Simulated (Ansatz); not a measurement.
A geometry relaxed with PBE0-D3(BJ)/def2-TZVP (Ansatz, a program for electronic structure), charge 0, multiplicity 1:

```xyz
9

C      1.1572    -0.7908    -0.0971
Cl     0.8900     1.7009    -0.9848
H     -1.7455     0.5085    -0.5793
C      0.3384     0.2422    -0.2148
C     -1.0697     0.3094     0.2562
H     -1.3560    -0.6313     0.7280
H      0.8084    -1.6973     0.3828
H      2.1728    -0.7631    -0.4675
H     -1.1958     1.1216     0.9765
```

**Question.** Write the SMILES of this molecule.

**Answer.** `C=C(C)Cl`
